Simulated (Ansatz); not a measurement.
`[SiH3]CSCS` + `BS` → `BSCS` + `[SiH3]CS`  (substitution at a C–S bond)

Isolated molecules relaxed with PBE0-D4/def2-TZVP in Ansatz; ΔE leaves out vibrations. CCSD(T)/CBS is the MP2 limit (def2-TZVPP, def2-QZVPP) plus CCSD(T) − MP2 in def2-TZVPP, frozen cores. This one scheme is used for every species. Functionals use def2-TZVPP. One conformer a species, not always the lowest.

`[SiH3]CSCS`:

Z-matrix (Å, degrees):
```
Si
C 1 1.881
H 1 1.490 2 111.1
H 1 1.487 2 110.2 3 120.0
H 1 1.484 2 108.9 3 -120.4
S 2 1.815 1 111.2 3 -174.4
H 2 1.093 1 109.4 3 69.1
H 2 1.093 1 113.5 3 -49.7
C 6 1.803 2 99.8 1 79.9
S 9 1.797 6 110.7 2 -171.8
H 9 1.092 6 110.3 2 71.8
H 9 1.090 6 110.6 2 -48.6
H 10 1.343 9 96.2 6 64.7
```

`BS`:

Cartesian coordinates in Å:
```
B -0.136 0.466 0.316
S -0.235 -1.242 -0.115
H -0.804 0.808 1.242
H 0.560 1.220 -0.288
H 0.616 -1.252 -1.155
```

`BSCS`:

Z-matrix (Å, degrees):
```
C
S 1 1.816
S 1 1.799 2 114.4
H 1 1.088 2 108.7 3 -125.4
H 1 1.090 2 107.7 3 116.8
B 2 1.751 1 104.3 3 109.8
H 3 1.343 1 96.4 2 -64.9
H 6 1.194 2 120.9 1 0.3
H 6 1.192 2 116.2 1 -179.6
```

`[SiH3]CS`:

```xyz
9

Si    0.193    1.058    0.101
C     0.391   -0.763   -0.313
S    -1.210   -1.614   -0.337
H    -0.627    1.724   -0.941
H     1.522    1.725    0.188
H    -0.490    1.179    1.416
H     0.787   -0.863   -1.326
H     1.088   -1.268    0.359
H    -1.653   -1.178    0.853
```

Is it downhill or uphill in electronic energy at CCSD(T)/CBS, and by how much? (Best estimate.)

The calculation gave: Nearly level: ΔE = +1.4 kJ/mol.

What do these levels give: LDA (SPW92), r2SCAN0-D4, BHLYP-D4, CAM-B3LYP-D4, ωB97X-V, B2PLYP, revPBE, r2SCANh, CAM-B3LYP, HF/def2-SVP, CCSD(T)/def2-SVP, CCSD/CBS(def2)? (An estimate is asked.)

Computed: LDA (SPW92) -1.7, r2SCAN0-D4 0.5, BHLYP-D4 1.7, CAM-B3LYP-D4 0.7, ωB97X-V 1.2, B2PLYP -0.7, revPBE -4.3, r2SCANh -1.1, CAM-B3LYP -1.4, HF/def2-SVP 3.2, CCSD(T)/def2-SVP 3.3, CCSD/CBS(def2) 1.4 kJ/mol.

Largest T1 diagnostic among the species: 0.015.

Leaving LDA and LC-ωPBE aside and taking each functional with its dispersion term where it has one, the values, not all of them listed here, spread over 3.0 kJ/mol, from PBE-D4 to BHLYP-D4. From BLYP to BHLYP (50 % exact exchange), in def2-TZVPP and without D4, ΔE moves by +3.4 kJ/mol. The D4 term adds +3.0 kJ/mol with B3LYP and +2.0 kJ/mol with PBE0; it sums over pairs of atoms, weighted by their polarisabilities, and B3LYP, whose exchange is more repulsive, gets the larger term.

B3LYP here is the variant with VWN-RPA as its local correlation; programs differ in this.
